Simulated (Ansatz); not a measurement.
Computed with Ansatz on PBE0-D4/def2-TZVP structures; ΔE is electronic, products minus reactants. CCSD(T)/CBS adds triple-zeta CCSD(T) − MP2 to the extrapolated MP2 energy (def2 sets, frozen cores). Functionals use def2-TZVPP. B3LYP here is the variant with VWN-RPA as its local correlation; programs differ in this. For Ga outer-core shells are correlated without core-valence functions, which leaves a few kJ/mol of doubt a bond. Scalar relativity is left out up to krypton. One conformer a species, not always the lowest.

`O[BH][GaH2]` + `C=C(N)S` → `C=C(N)SBO` + `[GaH3]`  (cleavage of the B–Ga bond)

`O[BH][GaH2]`:

```xyz
7

O    -0.065   -1.694   -0.258
B     0.539   -0.512    0.014
Ga   -0.619    1.239    0.079
H     0.538   -2.444   -0.268
H     1.733   -0.512    0.210
H    -0.848    2.152   -1.188
H    -1.278    1.772    1.411
```

`C=C(N)S`:

Z-matrix (Å, degrees):
```
C
C 1 1.335
H 1 1.084 2 120.3
H 1 1.080 2 121.7 3 178.1
N 2 1.384 1 125.4 3 -8.3
S 2 1.770 1 124.1 3 176.6
H 5 1.008 2 115.2 1 139.0
H 5 1.008 2 114.5 1 5.4
H 6 1.340 2 95.9 1 -27.6
```

`C=C(N)SBO`:

Cartesian coordinates in Å:
```
C -1.979 -0.015 0.390
C -0.774 0.029 -0.175
N -0.073 -1.098 -0.631
S 0.095 1.563 -0.345
B 1.769 1.172 0.270
O 2.194 -0.052 0.617
H -2.541 -0.941 0.433
H -2.418 0.870 0.826
H -0.628 -1.944 -0.603
H 0.333 -0.965 -1.549
H 2.503 2.112 0.346
H 1.520 -0.731 0.421
```

`[GaH3]`:

Z-matrix (Å, degrees):
```
Ga
H 1 1.568
H 1 1.568 2 120.0
H 1 1.568 2 120.0 3 -179.9
```

```tsv
level	ΔE (kJ/mol)	difference from CCSD(T)/CBS
PBE-D4	-116.1	-1.6
r2SCAN-D4	-121.1	-6.6
PBE0-D4	-117.6	-3.1
B3LYP-D4	-115.9	-1.4
ωB97X-V	-116.1	-1.6
ωB97M-V	-117.9	-3.4
B2PLYP	-115.1	-0.6
PBE	-111.2	3.3
r2SCAN	-119.6	-5.1
PBE0	-113.3	1.2
B3LYP	-108.1	6.4
HF/def2-TZVPP	-108.6	5.9
MP2/def2-TZVPP	-124.8	-10.3
SCS-MP2/def2-TZVPP	-118.9	-4.4
CCSD/def2-TZVPP	-113.2	1.3
CCSD(T)/def2-TZVPP	-117.6	-3.1
HF/def2-QZVPP	-108.5	6.0
MP2/def2-QZVPP	-123.0	-8.5
SCS-MP2/def2-QZVPP	-117.7	-3.2
HF/CBS(def2)	-108.5	6.0
MP2/CBS(def2)	-121.7	-7.2
CCSD/CBS(def2)	-110.1	4.4
CCSD(T)/CBS	-114.5	0
```

Largest T1 diagnostic among the species: 0.014.

The D4 term adds −7.8 kJ/mol with B3LYP and −4.3 kJ/mol with PBE0; it sums over pairs of atoms, weighted by their polarisabilities, and B3LYP, whose exchange is more repulsive, gets the larger term. In def2-TZVPP, CCSD(T) changes the Hartree–Fock value by −8.9 kJ/mol (the triples alone add −4.4 kJ/mol) and MP2 by −16.2 kJ/mol.
